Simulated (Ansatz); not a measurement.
Start from `O[CH2][Ga]([OH])[OH]` and change one atom or group to get `O[CH2][Ga]([OH])[F]`.

Ansatz, PBE0-D4/def2-TZVP geometries, multiplicity 1. Each molecule was computed in one conformer, which needn't be the lowest.

Scalar relativity is left out up to krypton.

```json
{"property": "HOMO–LUMO gap (PBE/def2-TZVPP) / eV", "`O[CH2][Ga]([OH])[OH]`": "4.69"}
{"property": "size of the dipole moment (PBE/def2-TZVPP) / D", "`O[CH2][Ga]([OH])[OH]`": "1.85"}
{"property": "size of the dipole moment (B3LYP/def2-TZVPP) / D", "`O[CH2][Ga]([OH])[OH]`": "2.05"}
{"property": "HOMO energy (PBE/def2-TZVPP) / eV", "`O[CH2][Ga]([OH])[OH]`": "-6.00"}
{"property": "size of the dipole moment (ωB97M-V/def2-TZVPP) / D", "`O[CH2][Ga]([OH])[OH]`": "2.10"}
{"property": "LUMO energy (B3LYP/def2-TZVPP) / eV", "`O[CH2][Ga]([OH])[OH]`": "-0.80"}
```

Problem. What does the change do to each property? (Estimate.)

Solution. Ansatz gave: 
```csv
property,`O[CH2][Ga]([OH])[F]`,shift
HOMO–LUMO gap (PBE/def2-TZVPP) / eV,4.65,-0.04
size of the dipole moment (PBE/def2-TZVPP) / D,3.16,1.31
size of the dipole moment (B3LYP/def2-TZVPP) / D,3.35,1.30
HOMO energy (PBE/def2-TZVPP) / eV,-6.26,-0.26
size of the dipole moment (ωB97M-V/def2-TZVPP) / D,3.33,1.23
LUMO energy (B3LYP/def2-TZVPP) / eV,-1.09,-0.29
```

Dipoles are sizes alone; their direction can turn.

Positive LUMOs are unbound, so they and the gaps depend on the basis.

B3LYP here is the variant with VWN-RPA as its local correlation; programs differ in this.
